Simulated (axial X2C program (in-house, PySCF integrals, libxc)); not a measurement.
## IrSH⁺: the levels of the configuration d7 s0 p(π)0

Computed with an in-house all-electron X2C program for linear molecules (integrals from PySCF): two-component X2C with atomic mean-field Coulomb and Gaunt terms, basis Ir dyall-v2z, S dyall-v2z, H dyall-v2z (cores contracted in-house). Orbitals come from Hartree–Fock averaged over the configuration Ir d7 s0 p(π)0; CI then distributes these electrons over the d, s, p(π) shells of Ir.

Ir–S–H held linear, bonds 2.180 and 1.340 Å (the second held) (near the minimum of the configuration average).

Lowest levels of this model:

| Ω | energy (cm⁻¹) | g∥ | configuration |
| --- | --- | --- | --- |
| 7/2 | 0 | 9.49 | 99% d7 |
| 5/2 | 454 | 6.30 | 99% d7 |
| 9/2 | 1344 | 11.76 | 99% d7 |
| 3/2 | 1523 | 3.08 | 99% d7 |
| 1/2 | 2337 | 0.73 | 98% d7 |
| 3/2 | 6218 | 3.89 | 97% d7 |
| 7/2 | 6394 | 8.34 | 99% d7 |
| 5/2 | 7024 | 6.76 | 99% d7 |
| 1/2 | 7215 | 1.02 | 98% d7 |
| 5/2 | 7611 | 5.23 | 99% d7 |
| 3/2 | 8157 | 1.94 | 98% d7 |
| 1/2 | 9082 | 0.10 | 98% d7 |
| 1/2 | 10405 | 1.76 | 95% d7 |
| 3/2 | 10874 | 3.75 | 96% d7 |
| 9/2 | 12028 | 10.12 | 98% d7 |
| 5/2 | 13733 | 6.55 | 96% d7 |
| 9/2 | 13843 | 13.83 | 100% d6 s1 |
| 7/2 | 14904 | 8.21 | 88% d7 + 11% d6 s1 |
| 7/2 | 15288 | 9.72 | 89% d6 s1 + 11% d7 |
| 11/2 | 23243 | 12.02 | 99% d7 |
| 9/2 | 25225 | 8.37 | 98% d7 |

g∥ is the magnitude of 2⟨Lz + ge Sz⟩ for the +Ω component.

Q: From Ω and g∥ of the lowest level, whose 2⟨Lz + ge Sz⟩ is positive, find ⟨Sz⟩ and ⟨Lz⟩ (ge = 2.0023).

A: Ω = ⟨Lz⟩ + ⟨Sz⟩ = 7/2 and ⟨Lz⟩ + ge⟨Sz⟩ = 4.745, so ⟨Sz⟩ = 1.24 and ⟨Lz⟩ = 2.26.

Occupations of the active spinors in the lowest level by ω, shell by shell in order of energy: -5/2: 0.03; -3/2: 0.97 0.02 0.00; -1/2: 0.96 0.97 0.00 0.00; 1/2: 0.99 0.06 0.01 0.00; 3/2: 1.00 1.00 0.00; 5/2: 1.00. The leading determinant has weight 0.94 among 773.

This point took 0.89 s on 1 thread of AMD EPYC 9R45 96-Core Processor (Zen 5) (shared host).

Dynamic correlation is missing, so gaps between terms are too wide and other configurations may lie lower; the lowest level listed is that of this model, not necessarily the ground state. For d shells the ligand-field splittings (σ, π, δ) and their order can be off by a thousand cm⁻¹ or more. At most 4 roots were kept for each Ω > 0 (twice that for Ω = 0) within 3.2 eV of the lowest, so higher up levels can be missing between those listed; levels with Ω > 0 are doubly degenerate and listed once, Ω = 0 levels singly. The open spinors mix strongly with ligand orbitals, which this small active space describes poorly. Some active spinors are only partly of the character that their shell is named for, so the shell names and counts are nominal. States that fill the shells left empty in the average are placed too high. The molecule was held linear; bending was not examined. Hydrosulfides and their kin are strongly bent in nature, so this linear model does not describe the real molecule.
